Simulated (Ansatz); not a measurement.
The O3–H4 bond of H2OPb (SMILES [OH][PbH]) is stretched (multiplicity 1, the rest rigid).
Geometry at rest (charge 0, multiplicity 1):
```xyz
4

Pb    -0.1201    -0.1016     0.1405
H     -1.4864     0.0214    -1.1432
O      1.2989     0.8935    -1.0580
H      0.9450     1.1577    -1.9145
```

Cores are frozen in the correlated methods. Filled d and f shells under p-block atoms count as core.

Run with Ansatz (a first-principles code). Values without a source in brackets are computed. In def2 rows elements past Kr take small-core potentials, without spin–orbit coupling.

Energies above the point at 0.964 Å (the B3LYP-D3(BJ) bond length), FIC-MRCISD+Q on CASSCF(4,3)/def2-TZVPP (kcal/mol): 6.32 at 0.867 Å; 4.93 at 1.060 Å; 116.01 at 3.084 Å.

Take the last value as the depth D of a Morse curve D(1 − e^(−a(R − R₀)))², fit a and R₀ to the two near points, and test it at 1.301 and 1.686 Å.


With D = 116.0, both near points (counted from the curve's value at 0.964 Å) are met by a = 2.29 Å⁻¹ and R₀ = 0.959 Å, so k = 2Da² = 1213 kcal/(mol Å²). The curve then gives 34.1 and 76.2 kcal/mol; the level itself gives 34.9 and 80.9, so Morse is off by -0.8 and -4.8.

Doubts at one or more of the structures used: active orbitals that take no part (FIC-MRCISD+Q on CASSCF(4,3)/def2-TZVPP).
